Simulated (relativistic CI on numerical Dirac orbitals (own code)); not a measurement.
# Calculated levels, Te²²⁺

Calculated at this level of theory: Dirac-Coulomb-Breit CI, separate exchange-only KLI orbitals for each configuration, QED by a radiative potential, unscaled Slater integrals (own radial code, finite nucleus).

Configurations in the expansion (outside the closed core [Ar]): 3d10 4s2, 3d10 4s 4p, 3d10 4p2, 3d10 4s 4d, 3d10 4d2, 3d10 4s 4f, 3d10 4p 4d, 3d10 4f2, 3d10 4p 4f, 3d10 4d 4f, 3d10 4s 5s, 3d10 4s 5p, 3d10 4s 5d, 3d10 4s 5f, 3d10 4s 5g, 3d10 4s 6s, 3d10 4s 6p, 3d10 4s 6d, 3d10 4s 6f, 3d10 4s 7s, 3d9 4s2 4p, 3d9 4s2 4d, 3d9 4s2 4f, 3d9 4s2 5s, 3d9 4s2 5p, 3d9 4s2 5d. Double excitations out of closed p, d and f shells are left out; levels of such configurations are missing from the list, as are those of other unlisted configurations, and high levels can miss mixing partners. These lack a partner that the ground configuration has and come out too high: 3d9 4s2 4p, 3d9 4s2 4d, 3d9 4s2 4f, 3d9 4s2 5s, 3d9 4s2 5p.

```
No.  Configuration  Term  J  E (10³ cm⁻¹)    %  Landé g  Lifetime (s)  jj configuration (%)
  1       3d10 4s2    1S  0           0.0   99                                  closed (99)
  2     3d10 4s 4p   3P°  0         339.1  100                               4s 4p1/2 (100)
  3     3d10 4s 4p   3P°  1         360.4   91    1.453      4.74e-10         4s 4p1/2 (91)
  4     3d10 4s 4p   3P°  2         454.6  100    1.499      9.67e-05        4s 4p3/2 (100)
  5     3d10 4s 4p   1P°  1         547.9   90    1.045      1.24e-11         4s 4p3/2 (90)
  6       3d10 4p2    3P  0         791.4   80               2.12e-11          4p1/2^2 (97)
  7       3d10 4p2    3P  1         882.3  100    1.500      1.43e-11     4p1/2 4p3/2 (100)
  8       3d10 4p2    1D  2         886.3   61    1.168      2.79e-11      4p1/2 4p3/2 (94)
  9       3d10 4p2    3P  2         994.9   65    1.327      1.45e-11          4p3/2^2 (94)
 10       3d10 4p2    1S  0        1062.7   79               1.12e-11          4p3/2^2 (96)
 11     3d10 4s 4d    3D  1        1130.4  100    0.497      5.91e-12        4s 4d3/2 (100)
 12     3d10 4s 4d    3D  2        1138.0   98    1.163      6.28e-12         4s 4d3/2 (70)
 13     3d10 4s 4d    3D  3        1152.3  100    1.332      7.92e-12        4s 4d5/2 (100)
 14     3d10 4s 4d    1D  2        1225.7   87    1.003      4.81e-12         4s 4d5/2 (63)
 15     3d10 4p 4d   3F°  2        1488.7   81    0.734      4.14e-11      4p1/2 4d3/2 (98)
 16     3d10 4p 4d   3F°  3        1537.6   82    1.100      2.51e-11      4p1/2 4d5/2 (81)
 17     3d10 4p 4d   3P°  2        1553.7   41    1.222      8.12e-12      4p1/2 4d5/2 (94)
 18     3d10 4p 4d   3D°  1        1566.0   62    0.805      4.22e-12      4p1/2 4d3/2 (95)
 19     3d10 4p 4d   3F°  4        1620.7   98    1.249      4.48e-11      4p3/2 4d5/2 (98)
 20     3d10 4p 4d   1D°  2        1633.3   45    1.055      5.81e-12      4p3/2 4d3/2 (63)
 21     3d10 4p 4d   3P°  0        1655.3  100               5.26e-12     4p3/2 4d3/2 (100)
 22     3d10 4p 4d   3D°  3        1656.1   60    1.214      4.40e-12      4p3/2 4d3/2 (60)
 23     3d10 4p 4d   3P°  1        1659.5   71    1.208      4.78e-12      4p3/2 4d3/2 (93)
 24     3d10 4p 4d   3P°  2        1670.3   49    1.317      5.21e-12      4p3/2 4d5/2 (67)
 25     3d10 4p 4d   1F°  3        1704.5   56    1.097      4.77e-12      4p3/2 4d5/2 (70)
 26     3d10 4p 4d   1P°  1        1743.6   83    0.983      5.24e-12      4p3/2 4d5/2 (87)
 27     3d10 4s 4f   3F°  2        1854.6   99    0.665      6.26e-12         4s 4f5/2 (99)
 28     3d10 4s 4f   3F°  3        1856.2   98    1.082      6.29e-12         4s 4f5/2 (55)
 29     3d10 4s 4f   3F°  4        1858.4   98    1.249      6.34e-12         4s 4f7/2 (98)
 30     3d10 4s 4f   1F°  3        1922.0   82    1.000      4.17e-12         4s 4f7/2 (47)
 31     3d10 4p 4f    1G  4        2226.5   28    1.078      1.83e-11      4p1/2 4f7/2 (75)
 32     3d10 4p 4f    3G  3        2230.5   65    0.856      7.23e-12      4p1/2 4f5/2 (89)
 33     3d10 4p 4f    3F  2        2232.6   47    0.771      8.19e-12      4p1/2 4f5/2 (63)
 34     3d10 4p 4f    3D  3        2241.6   30    1.125      7.74e-12      4p1/2 4f7/2 (77)
 35       3d10 4d2    1G  4        2293.8   35    1.113      1.09e-11          4d5/2^2 (46)
 36       3d10 4d2    3F  3        2301.5   64    1.070      4.32e-12      4d3/2 4d5/2 (64)
 37       3d10 4d2    3F  2        2302.9   52    0.847      4.05e-12      4d3/2 4d5/2 (48)
 38     3d10 4p 4f    3G  4        2312.3   47    1.134      5.08e-12      4p3/2 4f5/2 (31)
 39       3d10 4d2    1D  2        2315.8   43    0.951      3.27e-12          4d3/2^2 (53)
 40       3d10 4d2    3P  0        2323.0   93               3.26e-12          4d3/2^2 (82)
 41       3d10 4d2    3P  1        2333.1  100    1.500      3.54e-12     4d3/2 4d5/2 (100)
 42       3d10 4d2    3P  2        2345.7   86    1.424      4.03e-12          4d5/2^2 (64)
 43     3d10 4p 4f    1F  3        2351.5   49    1.029      4.97e-12      4p3/2 4f7/2 (46)
 44     3d10 4p 4f    3G  5        2353.0  100    1.199      6.38e-12     4p3/2 4f7/2 (100)
 45     3d10 4p 4f    3F  4        2373.0   51    1.211      3.54e-12      4p3/2 4f7/2 (44)
 46     3d10 4p 4f    3F  3        2375.7   45    1.165      4.06e-12      4p3/2 4f7/2 (51)
 47     3d10 4p 4f    3D  2        2377.9   68    1.011      4.57e-12      4p3/2 4f5/2 (76)
 48     3d10 4p 4f    3D  1        2380.8  100    0.498      5.22e-12     4p3/2 4f5/2 (100)
 49       3d10 4d2    1S  0        2413.1   91               3.99e-12          4d5/2^2 (80)
 50     3d10 4s 5s    3S  1        2432.9  100    2.000      1.07e-12           4s 5s (100)
 51     3d10 4p 4f    1D  2        2441.2   66    0.987      4.11e-12      4p3/2 4f7/2 (63)
 52     3d10 4s 5s    1S  0        2463.4   99               1.23e-12            4s 5s (99)
 53     3d10 4p 4f    1G  4        2466.1   57    1.008      2.80e-12      4p3/2 4f5/2 (34)
 54     3d10 4s 5p   3P°  0        2621.6  100               2.98e-12        4s 5p1/2 (100)
 55     3d10 4s 5p   3P°  1        2625.2   77    1.383      2.09e-12         4s 5p1/2 (99)
 56     3d10 4s 5p   3P°  2        2671.6  100    1.500      3.20e-12        4s 5p3/2 (100)
 57     3d10 4s 5p   1P°  1        2681.4   77    1.116      1.60e-12         4s 5p3/2 (99)
 58     3d10 4d 4f   3H°  4        2958.4   84    0.832      6.96e-12      4d3/2 4f5/2 (99)
 59     3d10 4s 5d    3D  1        2965.2  100    0.498      2.54e-12        4s 5d3/2 (100)
 60     3d10 4s 5d    3D  2        2967.1   85    1.142      2.57e-12         4s 5d3/2 (92)
 61     3d10 4d 4f   3H°  5        2970.2   99    1.033      8.34e-12      4d3/2 4f7/2 (57)
 62     3d10 4d 4f   1G°  4        2972.2   71    1.000      5.61e-12      4d3/2 4f7/2 (60)
 63     3d10 4s 5d    3D  3        2975.2  100    1.333      2.36e-12        4s 5d5/2 (100)
 64     3d10 4d 4f   3F°  2        2978.2   88    0.706      4.10e-12      4d3/2 4f5/2 (84)
 65     3d10 4s 5d    1D  2        2981.2   85    1.024      2.64e-12         4s 5d5/2 (92)
 66     3d10 4d 4f   3H°  6        2983.3  100    1.166      1.02e-11     4d5/2 4f7/2 (100)
 67     3d10 4d 4f   3F°  3        2984.4   97    1.081      4.38e-12      4d3/2 4f7/2 (58)
 68     3d10 4d 4f   3F°  4        2993.9   85    1.212      5.13e-12      4d5/2 4f7/2 (90)
 69     3d10 4d 4f   1D°  2        3006.8   84    0.990      4.10e-12      4d5/2 4f7/2 (43)
 70     3d10 4d 4f   3G°  3        3026.9   92    0.774      2.74e-12      4d3/2 4f5/2 (85)
```

Energies count from the lowest computed level; ° marks odd parity; lifetimes are radiative, by E1, M1, E2, M2, E3 decay to levels of this space only; some are left blank where a channel outside the calculation adds to the decay or the decay crosses a small, uncertain gap. Filled j subshells are mostly left out of the jj labels.

The mean weight of the leading LS term, summed over parents, in these 70 levels is 79 %, and that of the leading jj configuration (from the same eigenvectors) 81 %.

At this charge energies of transitions that change n are usually good to better than 1 %, and those within a shell (Δn = 0) to a few per cent.

LS names give the leading component of a level, which can be under half, so a name can repeat, a term be missing and a line seem to break the LS rules.
